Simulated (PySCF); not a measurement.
How methods differ on the ionisation energy of Pd³⁷⁺

Pd³⁷⁺ [He] 2s2 2p5 (2P) → Pd³⁸⁺ [He] 2s2 2p4 (3P), as a difference of total energies. Calculation: PySCF 2.14, in an uncontracted even-tempered set (19 s from 14 bohr⁻², ratio 2.2; 12 p from 18 bohr⁻², ratio 2.2; 6 d from 79 bohr⁻², ratio 2.4; 5 f from 120 bohr⁻², ratio 2.4; 4 g from 180 bohr⁻², ratio 2.4); scalar relativity by spin-free X2C-1e. Correlated levels: nothing frozen; virtual orbitals above 40 to 60 times the deepest correlated orbital energy dropped. The calculations carry no spin-orbit coupling.

| method | ionisation energy (eV) |
| --- | --- |
| UHF | 5521.2 |
| LDA | 5519.1 |
| PBE | 5521.2 |
| PBE0 | 5521.7 |
| r2SCAN | 5524.4 |
| B2PLYP | 5522.5 |
| MN15 | 5524.9 |
| MP2 (all electrons) | 5522.9 |
| SCS-MP2 (all electrons) | 5522.9 |

Spin-orbit coupling is strong in these open shells (close to jj coupling). The scalar numbers leave it out and a first-order estimate fails, so it can dominate the gap to the real levels.

For this ion Breit and QED terms and the two-electron picture change, all absent here, outweigh the differences among the correlated methods.

For comparison: 5475 ± 9 eV (semi-empirical (NIST evaluation); NIST Atomic Spectra Database, ionization energies).
